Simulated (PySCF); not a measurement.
BGeH₃N, CH₆BGeN, BGeH₂NO, CH₄B₂Ge and others (calculated)

Calculation on a computer-drawn molecule: the log of a Hartree-Fock and frozen-core CCSD(T) single point meant for a local Hartree-Fock minimum, with one planted fault or none, to be diagnosed. Offsets are logged minus clean, where the clean run is the same molecule without the fault. The reference is restricted for singlets and unrestricted otherwise, and also for a bond in bohr or an excited solution. Adding or removing an electron swaps singlet and doublet. The excited solution moves the top pair (singlet) or top alpha electron (doublet) to the lowest empty orbital. Highest occupied and lowest empty are orbital energies over both spins, largest force is the largest gradient component, triples share is (T) over the correlation energy, the T1 limit is 0.02 restricted and 0.045 unrestricted, electrons count all cores, a negative frequency is imaginary (commonest isotopes), and the dipole is about the centre of nuclear charge; on germanium a core potential holds 10 electrons, which the energies leave out, and 3d is frozen in MP2 and coupled-cluster steps. Program: PySCF 2.14.0.

Common to all runs: meant basis cc-pVDZ; meant basis and core potential on germanium cc-pVDZ-PP ECP10MDF; logged SCF converged yes; logged CC converged yes; logged SCF stable within its kind yes; possible faults no fault, one electron removed, one electron added, multiplicity raised by two, geometry at a saddle point, SCF held on an excited solution, minimal basis STO-3G, one bond length entered in bohr, all coordinates scaled.

(1) 
```xyz
6
formula=BGeH3N meant_charge=0 meant_multiplicity=2 logged_electrons=46 logged_basis_functions=66 logged_spin_squared=0 logged_highest_occupied=-17.123 logged_lowest_empty=-6.887 logged_largest_force=0.0851 logged_T1_diagnostic=0.020197 logged_D1_diagnostic=0.059756 logged_triples_share=0.037778 logged_dipole_magnitude=1.0978 logged_energy_HF=-373.96154 logged_energy_CCSD(T)=-374.31524 planted_fault=one_electron_removed HF_energy_offset_from_clean_run=178.5 CCSD(T)_energy_offset_from_clean_run=183.4
B     -1.6438    -3.6990     0.0973
N     -1.1046    -2.7866     0.7434
Ge    -0.1662    -1.5781     1.7193
H     -2.1628    -4.5538    -0.5153
H     -0.9930    -1.1806     2.9514
H      0.1433    -0.3576     0.8395
```

Units: logged_highest_occupied, logged_lowest_empty in eV; logged_largest_force in hartree/bohr; logged_dipole_magnitude in debye; logged_energy_HF, logged_energy_CCSD(T) in hartree; HF_energy_offset_from_clean_run, CCSD(T)_energy_offset_from_clean_run in kcal/mol.

Drawn bonds:
| atom | other atom | order |
| --- | --- | --- |
| 1 | 2 | 2 |
| 2 | 3 | 1 |
| 1 | 4 | 1 |
| 3 | 5 | 1 |
| 3 | 6 | 1 |

Notes: T1 above single-reference limit.

(2) 
```xyz
10
formula=CH6BGeN meant_charge=0 meant_multiplicity=1 logged_electrons=56 logged_basis_functions=95 logged_spin_squared=0 logged_highest_occupied=-10.823 logged_lowest_empty=4.2957 logged_largest_force=0.025824 logged_T1_diagnostic=0.013535 logged_D1_diagnostic=0.037816 logged_triples_share=0.030974 logged_dipole_magnitude=0.69577 logged_energy_HF=-413.89875 logged_energy_CCSD(T)=-414.44194 planted_fault=all_coordinates_scaled,by_-1.6_% HF_energy_offset_from_clean_run=1.752 CCSD(T)_energy_offset_from_clean_run=4.267
B      0.1064     2.3238    -2.5117
N      0.0106     2.0279    -1.3330
Ge    -0.1260     1.5978     0.4029
C     -1.2720     0.0674     0.5854
H      0.1962     2.6031    -3.6281
H      1.2589     1.3022     0.9215
H     -0.6913     2.7882     1.1362
H     -1.3707    -0.2039     1.6208
H     -0.8624    -0.7666     0.0468
H     -2.2465     0.2872     0.1911
```

Units: logged_highest_occupied, logged_lowest_empty in eV; logged_largest_force in hartree/bohr; logged_dipole_magnitude in debye; logged_energy_HF, logged_energy_CCSD(T) in hartree; HF_energy_offset_from_clean_run, CCSD(T)_energy_offset_from_clean_run in kcal/mol.

Drawn bonds:
| atom | other atom | order |
| --- | --- | --- |
| 1 | 2 | 2 |
| 2 | 3 | 1 |
| 3 | 4 | 1 |
| 1 | 5 | 1 |
| 3 | 6 | 1 |
| 3 | 7 | 1 |
| 4 | 8 | 1 |
| 4 | 9 | 1 |
| 4 | 10 | 1 |

(3) 
```xyz
6
formula=BGeH2NO meant_charge=0 meant_multiplicity=1 logged_electrons=54 logged_basis_functions=75 logged_spin_squared=0 logged_highest_occupied=-9.6675 logged_lowest_empty=1.608 logged_largest_force=0.042942 logged_T1_diagnostic=0.018218 logged_D1_diagnostic=0.051844 logged_triples_share=0.031689 logged_dipole_magnitude=2.7208 logged_energy_HF=-448.58606 logged_energy_CCSD(T)=-449.11997 planted_fault=all_coordinates_scaled,by_-3.3_% HF_energy_offset_from_clean_run=5.505 CCSD(T)_energy_offset_from_clean_run=11.08
B      0.3536     0.4293     0.0270
N      1.2728     1.1915    -0.1429
Ge     2.5877     2.3996    -0.0390
O      3.1088     2.3445    -1.6784
H     -0.5099    -0.2916     0.1730
H      2.6542     1.7646    -2.2247
```

Units: logged_highest_occupied, logged_lowest_empty in eV; logged_largest_force in hartree/bohr; logged_dipole_magnitude in debye; logged_energy_HF, logged_energy_CCSD(T) in hartree; HF_energy_offset_from_clean_run, CCSD(T)_energy_offset_from_clean_run in kcal/mol.

Drawn bonds:
| atom | other atom | order |
| --- | --- | --- |
| 1 | 2 | 2 |
| 2 | 3 | 1 |
| 3 | 4 | 1 |
| 1 | 5 | 1 |
| 4 | 6 | 1 |

(4) 
```xyz
6
formula=BGeH2NO meant_charge=0 meant_multiplicity=1 logged_electrons=54 logged_basis_functions=75 logged_spin_squared=2.0103 logged_highest_occupied=-6.9828 logged_lowest_empty=-0.77424 logged_largest_force=0.028585 logged_T1_diagnostic=0.021294 logged_D1_diagnostic=0.073381 logged_triples_share=0.033239 logged_dipole_magnitude=2.178 logged_energy_HF=-448.49515 logged_energy_CCSD(T)=-449.01521 planted_fault=multiplicity_raised_by_two HF_energy_offset_from_clean_run=62.55 CCSD(T)_energy_offset_from_clean_run=76.82
B      0.3657     0.4439     0.0279
N      1.3163     1.2322    -0.1478
Ge     2.6760     2.4815    -0.0403
O      3.2149     2.4245    -1.7356
H     -0.5273    -0.3015     0.1789
H      2.7447     1.8248    -2.3006
```

Units: logged_highest_occupied, logged_lowest_empty in eV; logged_largest_force in hartree/bohr; logged_dipole_magnitude in debye; logged_energy_HF, logged_energy_CCSD(T) in hartree; HF_energy_offset_from_clean_run, CCSD(T)_energy_offset_from_clean_run in kcal/mol.

Drawn bonds:
| atom | other atom | order |
| --- | --- | --- |
| 1 | 2 | 2 |
| 2 | 3 | 1 |
| 3 | 4 | 1 |
| 1 | 5 | 1 |
| 4 | 6 | 1 |

(5) 
```xyz
8
formula=CH4B2Ge meant_charge=0 meant_multiplicity=1 logged_electrons=52 logged_basis_functions=85 logged_spin_squared=2.2166 logged_highest_occupied=-7.0775 logged_lowest_empty=-0.45744 logged_largest_force=0.049488 logged_T1_diagnostic=0.036411 logged_D1_diagnostic=0.14103 logged_triples_share=0.038916 logged_dipole_magnitude=0.55962 logged_energy_HF=-382.79741 logged_energy_CCSD(T)=-383.20847 planted_fault=multiplicity_raised_by_two HF_energy_offset_from_clean_run=32.01 CCSD(T)_energy_offset_from_clean_run=43.08
B     -1.6380     0.5132    -2.3052
B     -1.5083    -1.0163    -1.6387
C     -1.3982    -2.2111    -0.9444
Ge    -1.3452    -1.6943     0.9641
H     -1.6685     1.4804    -1.6012
H     -1.7015     0.6566    -3.4924
H     -1.3440    -3.2408    -1.2652
H     -1.2209    -3.1836     1.4913
```

Units: logged_highest_occupied, logged_lowest_empty in eV; logged_largest_force in hartree/bohr; logged_dipole_magnitude in debye; logged_energy_HF, logged_energy_CCSD(T) in hartree; HF_energy_offset_from_clean_run, CCSD(T)_energy_offset_from_clean_run in kcal/mol.

Drawn bonds:
| atom | other atom | order |
| --- | --- | --- |
| 1 | 2 | 1 |
| 2 | 3 | 2 |
| 3 | 4 | 1 |
| 1 | 5 | 1 |
| 1 | 6 | 1 |
| 3 | 7 | 1 |
| 4 | 8 | 1 |

(6) 
```xyz
10
formula=B3GeH6 meant_charge=0 meant_multiplicity=2 logged_electrons=53 logged_basis_functions=95 logged_spin_squared=1.4593 logged_highest_occupied=-8.3961 logged_lowest_empty=0.37217 logged_largest_force=0.015791 logged_T1_diagnostic=0.056824 logged_D1_diagnostic=0.23944 logged_triples_share=0.037096 logged_dipole_magnitude=0.92363 logged_energy_HF=-370.71456 logged_energy_CCSD(T)=-371.11082 planted_fault=one_bond_length_entered_in_bohr,row_7_of_the_drawn_bonds HF_energy_offset_from_clean_run=70.8 CCSD(T)_energy_offset_from_clean_run=71.69
B      2.1242     0.8524     0.9411
B      2.1485    -0.8007     1.2312
B      1.3947    -1.9883     0.3182
Ge    -0.5583    -2.4969     0.5494
H      1.2704     1.5589     1.4109
H      2.9643     1.3856     0.2647
H      2.7739    -1.1763     2.1967
H      2.4854    -3.0674    -1.3544
H     -1.3717    -2.0552     1.7675
H     -1.1031    -3.8127    -0.0063
```

Units: logged_highest_occupied, logged_lowest_empty in eV; logged_largest_force in hartree/bohr; logged_dipole_magnitude in debye; logged_energy_HF, logged_energy_CCSD(T) in hartree; HF_energy_offset_from_clean_run, CCSD(T)_energy_offset_from_clean_run in kcal/mol.

Drawn bonds:
| atom | other atom | order |
| --- | --- | --- |
| 1 | 2 | 1 |
| 2 | 3 | 1 |
| 3 | 4 | 1 |
| 1 | 5 | 1 |
| 1 | 6 | 1 |
| 2 | 7 | 1 |
| 3 | 8 | 1 |
| 4 | 9 | 1 |
| 4 | 10 | 1 |

Notes: T1 above single-reference limit.

(7) 
```xyz
10
formula=B2GeH6N meant_charge=1 meant_multiplicity=1 logged_electrons=54 logged_basis_functions=95 logged_spin_squared=1.0116 logged_highest_occupied=-13.713 logged_lowest_empty=-6.3024 logged_largest_force=0.027492 logged_T1_diagnostic=0.020558 logged_D1_diagnostic=0.10083 logged_triples_share=0.022994 logged_dipole_magnitude=5.4421 logged_energy_HF=-400.28442 logged_energy_CCSD(T)=-400.71233 planted_fault=one_bond_length_entered_in_bohr,row_3_of_the_drawn_bonds HF_energy_offset_from_clean_run=88.68 CCSD(T)_energy_offset_from_clean_run=114.8
B     -0.8865    -0.7041     2.0821
B     -1.6739    -0.7672     0.5777
N     -2.2839     0.3883    -0.0893
Ge    -3.8074     0.2246    -3.0135
H      0.2919    -0.5020     2.1479
H     -1.4923    -0.8917     3.0978
H     -1.7732    -1.7971    -0.0338
H     -2.2428     1.2889     0.3592
H     -4.3939     1.4878    -3.5916
H     -3.8712    -1.1183    -3.6878
```

Units: logged_highest_occupied, logged_lowest_empty in eV; logged_largest_force in hartree/bohr; logged_dipole_magnitude in debye; logged_energy_HF, logged_energy_CCSD(T) in hartree; HF_energy_offset_from_clean_run, CCSD(T)_energy_offset_from_clean_run in kcal/mol.

Drawn bonds:
| atom | other atom | order |
| --- | --- | --- |
| 1 | 2 | 1 |
| 2 | 3 | 1 |
| 3 | 4 | 1 |
| 1 | 5 | 1 |
| 1 | 6 | 1 |
| 2 | 7 | 1 |
| 3 | 8 | 1 |
| 4 | 9 | 1 |
| 4 | 10 | 1 |

(8) 
```xyz
11
formula=B2GeH7N meant_charge=0 meant_multiplicity=1 logged_electrons=56 logged_basis_functions=100 logged_spin_squared=0 logged_highest_occupied=-10.608 logged_lowest_empty=1.9408 logged_largest_force=0.039529 logged_T1_diagnostic=0.015723 logged_D1_diagnostic=0.059212 logged_triples_share=0.029432 logged_dipole_magnitude=1.6399 logged_energy_HF=-401.23891 logged_energy_CCSD(T)=-401.75738 planted_fault=all_coordinates_scaled,by_+6.5_% HF_energy_offset_from_clean_run=22.45 CCSD(T)_energy_offset_from_clean_run=15.11
B      1.7406     0.7916    -0.0820
B      0.3789    -0.3511    -0.4600
N     -1.0204    -0.2424     0.0641
Ge    -2.5414    -1.4471    -0.3097
H      1.9946     1.8145    -0.8149
H      2.5416     0.5959     0.9019
H      0.6367    -1.3419    -1.2473
H     -1.2442     0.5741     0.7160
H     -2.0065    -2.6079    -1.3092
H     -3.0827    -2.0845     1.0917
H     -3.7501    -0.5931    -0.9976
```

Units: logged_highest_occupied, logged_lowest_empty in eV; logged_largest_force in hartree/bohr; logged_dipole_magnitude in debye; logged_energy_HF, logged_energy_CCSD(T) in hartree; HF_energy_offset_from_clean_run, CCSD(T)_energy_offset_from_clean_run in kcal/mol.

Drawn bonds:
| atom | other atom | order |
| --- | --- | --- |
| 1 | 2 | 1 |
| 2 | 3 | 1 |
| 3 | 4 | 1 |
| 1 | 5 | 1 |
| 1 | 6 | 1 |
| 2 | 7 | 1 |
| 3 | 8 | 1 |
| 4 | 9 | 1 |
| 4 | 10 | 1 |
| 4 | 11 | 1 |
